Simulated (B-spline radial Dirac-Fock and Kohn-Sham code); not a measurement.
Dipole and non-dipole photoemission parameters of Mn 2p3/2

System: the Mn atom, configuration 1s2 2s2 2p6 3s2 3p6 3d5 4s2; threshold 638.7 eV (tabulated edge). The computed values come from a radial atomic solver: Dirac-Hartree-Slater photoionisation with a Latter tail; cross sections with all multipoles, angular parameters from the dipole term and its interference with E2.

The run's input, task.json:

```json
{"items": [{
  "Z": 25,
  "q": 0,
  "cfg": [[1, 0, 2], [2, 0, 2], [2, 1, 6], [3, 0, 2], [3, 1, 6], [3, 2, 5], [4, 0, 2]],
  "A": 55,
  "rrms": 3.7057,
  "do": "xps",
  "hv": [52.6, 86.5, 93.9, 148.0, 190.0, 200, 205.0, 300, 392.0, 394.0, 397.0, 468.0, 535.0, 641.0, 1020.0, 1390.0, 1486.9, 1620.0, 2930.0, 2970.0, 2984.4, 4000, 6000, 6460.0, 6850.0, 7850.0, 8047.8, 8150.0, 11200.0, 12000],
  "edges": {"K": 6539.0, "L1": 769.1, "L2": 649.9, "L3": 638.7, "M1": 82.3}
}]}
```

Run with: `python xray2_run.py task.json out`

For linearly polarised light dσ/dΩ = σ/(4π) [1 + β P₂(cos θ) + (δ + γ cos²θ) sin θ cos φ], with θ from the polarisation vector and φ the angle between the beam and the projection of the electron momentum on the plane normal to the polarisation.

| hν (eV) | σ (kb) | β | γ | δ |
| --- | --- | --- | --- | --- |
| 1020 | 330 | 1.435 | 0.075 | 0.019 |
| 1390 | 146 | 1.468 | 0.284 | 0.026 |
| 1486.9 | 121 | 1.462 | 0.331 | 0.028 |
| 1620 | ? | ? | ? | ? |
| 2930 | 16.7 | 1.277 | 0.780 | 0.059 |
| 2970 | 16.0 | 1.272 | 0.788 | 0.060 |
| 2984.4 | 15.7 | 1.270 | 0.791 | 0.060 |
| 4000 | 6.31 | 1.142 | 0.962 | 0.085 |
| 6000 | 1.69 | 0.946 | 1.170 | 0.134 |
| 6460 | 1.32 | 0.909 | 1.204 | 0.145 |
| 6850 | 1.08 | 0.880 | 1.230 | 0.154 |
| 7850 | 0.682 | 0.812 | 1.289 | 0.177 |
| 8047.8 | 0.626 | 0.799 | 1.299 | 0.182 |
| 8150 | 0.599 | 0.793 | 1.305 | 0.184 |
| 11200 | 0.199 | 0.638 | 1.423 | 0.250 |
| 12000 | 0.156 | 0.605 | 1.445 | 0.266 |

Q: Give the values at 1620 eV.

A: σ = 95.2 kb, β = 1.451, γ = 0.390, δ = 0.030.
